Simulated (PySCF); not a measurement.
PySCF job for Au(Me)(CNMe) (C₃H₆AuN), SMILES [N+](#[C-]->[Au][CH3])C, multiplicity 1, TDDFT-ωB97X/def2-SVPD. Coordinates come from a PBE-D3(BJ)/def2-SVP optimisation. The spin state was assumed, not searched. The isomer is the one that the SMILES or the coordinates give; other isomers of the formula were not compared. The def2 effective core potentials stand for the cores of Au; spin–orbit coupling is left out.

```python
import numpy as np
from pyscf import gto, scf, dft, tdscf

mol = gto.M(
    atom='''
    Au    0.00000000    0.00000000    0.51463717
    C    -0.00000000   -0.00000000    2.57472359
    H     0.89689406    0.51782202    2.97620394
    H    -0.89689406    0.51782202    2.97620395
    H     0.00000001   -1.03564406    2.97620394
    C     0.00000000    0.00000000   -4.05912853
    N    -0.00000000   -0.00000001   -2.64911569
    C    -0.00000000    0.00000000   -1.46795804
    H    -0.90114529    0.52027647   -4.44232028
    H     0.90114528    0.52027648   -4.44232028
    H     0.00000001   -1.04055295   -4.44232028
    ''',
    basis='def2-SVPD',
    ecp={'Au': 'def2-svp'},
    charge=0,
    spin=0,
    symmetry=True,
    max_memory=1600,
    verbose=4,
)
mf = dft.RKS(mol, xc='wb97x').density_fit(auxbasis='def2-universal-jkfit')
mf.grids.level = 3
mf.conv_tol = 1e-9
mf.max_cycle = 100
mf.kernel()
mf.grids = dft.Grids(mol).set(level=1).build(with_non0tab=True)  # coarser grid for the response kernel
td = tdscf.TDDFT(mf)
td.singlet = True
td.nstates = 10
td.conv_tol = 1e-4
td.kernel(x0=td.get_init_guess(mf, 15))
td.analyze()
tt = tdscf.TDA(mf)
tt.singlet = False
tt.nstates = 4
tt.conv_tol = 1e-4
tt.kernel(x0=tt.get_init_guess(mf, 9))
tt.analyze(verbose=3)
```

It prints:

```
PySCF version 2.14.0

[INPUT] verbose = 4
[INPUT] num. atoms = 11
[INPUT] num. electrons = 50
[INPUT] charge = 0
[INPUT] spin (= nelec alpha-beta = 2S) = 0
[INPUT] symmetry True subgroup None
[INPUT] Mole.unit = angstrom
[INPUT] Symbol           X                Y                Z      unit          X                Y                Z       unit  Magmom
[INPUT]  1 Au     0.000000000000   0.000000000000   0.514637170000 AA    0.000000000000   0.000000000000   0.972523304821 Bohr   0.0
[INPUT]  2 C      0.000000000000   0.000000000000   2.574723590000 AA    0.000000000000   0.000000000000   4.865522431557 Bohr   0.0
[INPUT]  3 H      0.896894060000   0.517822020000   2.976203940000 AA    1.694884136149   0.978541799069   5.624210337451 Bohr   0.0
[INPUT]  4 H     -0.896894060000   0.517822020000   2.976203950000 AA   -1.694884136149   0.978541799069   5.624210356349 Bohr   0.0
[INPUT]  5 H      0.000000010000  -1.035644060000   2.976203940000 AA    0.000000018897  -1.957083635933   5.624210337451 Bohr   0.0
[INPUT]  6 C      0.000000000000   0.000000000000  -4.059128530000 AA    0.000000000000   0.000000000000  -7.670641226108 Bohr   0.0
[INPUT]  7 N      0.000000000000  -0.000000010000  -2.649115690000 AA    0.000000000000  -0.000000018897  -5.006103126388 Bohr   0.0
[INPUT]  8 C      0.000000000000   0.000000000000  -1.467958040000 AA    0.000000000000   0.000000000000  -2.774038657953 Bohr   0.0
[INPUT]  9 H     -0.901145290000   0.520276470000  -4.442320280000 AA   -1.702917796542   0.983180037355  -8.394768686801 Bohr   0.0
[INPUT] 10 H      0.901145280000   0.520276480000  -4.442320280000 AA    1.702917777644   0.983180056253  -8.394768686801 Bohr   0.0
[INPUT] 11 H      0.000000010000  -1.040552950000  -4.442320280000 AA    0.000000018897  -1.966360093608  -8.394768686801 Bohr   0.0

nuclear repulsion = 200.823199985065
point group symmetry = C3v, use subgroup Cs
symmetry origin: [ 1.71793286e-10 -1.54613956e-09 -4.98200521e-09]
symmetry axis x: [ 6.07947844e-09  1.00000000e+00 -4.31005082e-10]
symmetry axis y: [6.83635511e-11 4.31005082e-10 1.00000000e+00]
symmetry axis z: [ 1.00000000e+00 -6.07947844e-09 -6.83635485e-11]
num. orbitals of irrep A' = 108
num. orbitals of irrep A" = 55
number of shells = 69
number of NR pGTOs = 240
number of NR cGTOs = 163
basis = def2-SVPD
ecp = {'Au': 'def2-svp'}


[settings echo left out]
init E= -296.540291576169
HOMO (A") = -0.586467375033425  LUMO (A') = -0.386049747825998  gap/eV = 5.45364
cycle= 1 E= -307.144141289452  delta_E= -10.6  |g|= 2.02  |ddm|= 14.4
HOMO (A") = 0.0820589094440733  LUMO (A') = 0.0820595153739134  gap/eV = 0.00002

WARN: A' LUMO 0.0820595153739134 < system HOMO 0.0820589094440733


WARN: A" HOMO 0.0820589094440733 > system LUMO 0.0820595153739134

cycle= 2 E= -280.167763781329  delta_E=   27  |g|= 7.03  |ddm|= 70.5
HOMO (A") = -0.359801228656567  LUMO (A") = -0.00589632697736864  gap/eV = 9.63024
cycle= 3 E= -308.083649794103  delta_E= -27.9  |g|= 0.683  |ddm|= 70.6
HOMO (A') = -0.291283672264173  LUMO (A") = 0.00500263614172969  gap/eV = 8.06236
cycle= 4 E= -308.225391693747  delta_E= -0.142  |g|= 0.365  |ddm|= 2.64
HOMO (A') = -0.304862513388047  LUMO (A") = 0.0424093384546875  gap/eV = 9.44975
cycle= 5 E= -308.250397561893  delta_E= -0.025  |g|= 0.166  |ddm|= 0.619
HOMO (A') = -0.308960502454772  LUMO (A") = 0.0491530495258643  gap/eV = 9.74477
cycle= 6 E= -308.255531825536  delta_E= -0.00513  |g|= 0.0382  |ddm|= 0.255
HOMO (A') = -0.318349801266574  LUMO (A") = 0.0434613662439469  gap/eV = 9.84538
cycle= 7 E= -308.255887933835  delta_E= -0.000356  |g|= 0.0114  |ddm|= 0.112
HOMO (A') = -0.320668549137313  LUMO (A") = 0.0434144858954051  gap/eV = 9.90720
cycle= 8 E= -308.255923670114  delta_E= -3.57e-05  |g|= 0.00407  |ddm|= 0.0359
HOMO (A') = -0.320246161384954  LUMO (A") = 0.0435641589144273  gap/eV = 9.89978
cycle= 9 E= -308.255928082491  delta_E= -4.41e-06  |g|= 0.000864  |ddm|= 0.00717
HOMO (A') = -0.320302806071664  LUMO (A") = 0.0436413475232187  gap/eV = 9.90342
cycle= 10 E= -308.255928424971  delta_E= -3.42e-07  |g|= 0.00035  |ddm|= 0.00336
HOMO (A') = -0.320305634143628  LUMO (A") = 0.0435968712763528  gap/eV = 9.90229
cycle= 11 E= -308.25592847156  delta_E= -4.66e-08  |g|= 6.32e-05  |ddm|= 0.00104
HOMO (A') = -0.320303335757631  LUMO (A") = 0.0436074708692882  gap/eV = 9.90252
cycle= 12 E= -308.255928475219  delta_E= -3.66e-09  |g|= 2.46e-05  |ddm|= 0.000314
HOMO (A') = -0.320302652025147  LUMO (A") = 0.0436075240290861  gap/eV = 9.90250
cycle= 13 E= -308.255928475605  delta_E= -3.86e-10  |g|= 1.02e-05  |ddm|= 8.57e-05
HOMO (A') = -0.320303575758668  LUMO (A") = 0.0436080573861717  gap/eV = 9.90254
Extra cycle  E= -308.255928475673  delta_E= -6.8e-11  |g|= 8e-06  |ddm|= 3.07e-05
converged SCF energy = -308.255928475673
tot grids = 44432


******** <class 'pyscf.tdscf.rks.TDDFT'> for <class 'pyscf.df.df_jk.DFSymAdaptedRKS'> ********
nstates = 10 singlet
deg_eia_thresh = 1.000e-03
wfnsym = None
conv_tol = 0.0001
eigh lindep = 1e-12
eigh level_shift = 0
eigh max_cycle = 100


Excitation energies (eV)
[5.11901887 5.11903123 5.95776416 6.06633658 6.06654078 6.08116616
 6.08643995 6.28120918 6.28121324 6.60447214]

** Singlet excitation energies and oscillator strengths **
Excited State   1:   A"      5.11902 eV    242.20 nm  f=0.0643
      22 -> 26       -0.17609
      25 -> 26        0.66688
Excited State   2:   A'      5.11903 eV    242.20 nm  f=0.0643
      22 -> 27       -0.17607
      25 -> 27        0.66688
Excited State   3:   A"      5.95776 eV    208.11 nm  f=0.0000
      18 -> 26        0.12474
      19 -> 27       -0.12471
      23 -> 27       -0.47530
      24 -> 26        0.47540
Excited State   4:   A"      6.06634 eV    204.38 nm  f=0.0002
      18 -> 26       -0.11947
      19 -> 27       -0.11950
      23 -> 27       -0.47714
      24 -> 26       -0.47703
Excited State   5:   A'      6.06654 eV    204.37 nm  f=0.0002
      18 -> 27       -0.11946
      19 -> 26        0.11947
      23 -> 26        0.47712
      24 -> 27       -0.47706
Excited State   6:   A'      6.08117 eV    203.88 nm  f=0.0002
      20 -> 27       -0.48489
      21 -> 26       -0.48498
Excited State   7:   A"      6.08644 eV    203.71 nm  f=0.0000
      20 -> 26       -0.49159
      21 -> 27        0.49152
Excited State   8:   A"      6.28121 eV    197.39 nm  f=0.0230
      20 -> 26        0.48278
      21 -> 27        0.48285
      25 -> 26        0.11793
Excited State   9:   A'      6.28121 eV    197.39 nm  f=0.0230
      20 -> 27        0.48286
      21 -> 26       -0.48279
      25 -> 27       -0.11792
Excited State  10:   A"      6.60447 eV    187.73 nm  f=0.0014
      22 -> 26       -0.65609
      25 -> 26       -0.16290
      25 -> 30       -0.17191

** Transition electric dipole moments (AU) **
state          X           Y           Z        Dip. S.      Osc.
  1         0.7162     -0.0000     -0.0000      0.5129      0.0643
  2        -0.0000      0.7161     -0.0000      0.5129      0.0643
  3         0.0000      0.0000      0.0000      0.0000      0.0000
  4        -0.0362      0.0000      0.0000      0.0013      0.0002
  5         0.0000      0.0363      0.0001      0.0013      0.0002
  6         0.0000     -0.0000     -0.0385      0.0015      0.0002
  7        -0.0000     -0.0000      0.0000      0.0000      0.0000
  8         0.3866      0.0000     -0.0000      0.1495      0.0230
  9        -0.0000     -0.3866      0.0000      0.1495      0.0230
 10         0.0914      0.0000      0.0000      0.0084      0.0014

WARN: ECP detected. Skipping calculation of transition velocity and magnetic dipole moments, which have not yet been implemented.



******** <class 'pyscf.tdscf.rks.TDA'> for <class 'pyscf.df.df_jk.DFSymAdaptedRKS'> ********
nstates = 4 triplet
deg_eia_thresh = 1.000e-03
wfnsym = None
conv_tol = 0.0001
eigh lindep = 1e-12
eigh level_shift = 0
eigh max_cycle = 100


Excitation energies (eV)
[4.83109064 4.83112218 5.55466436 5.78365138]

** Triplet excitation energies and oscillator strengths **
Excited State   1:   A"      4.83109 eV    256.64 nm  f=0.0000
Excited State   2:   A'      4.83112 eV    256.64 nm  f=0.0000
Excited State   3:   A'      5.55466 eV    223.21 nm  f=0.0000
Excited State   4:   A"      5.78365 eV    214.37 nm  f=0.0000
```

The calculation finished and met its thresholds.
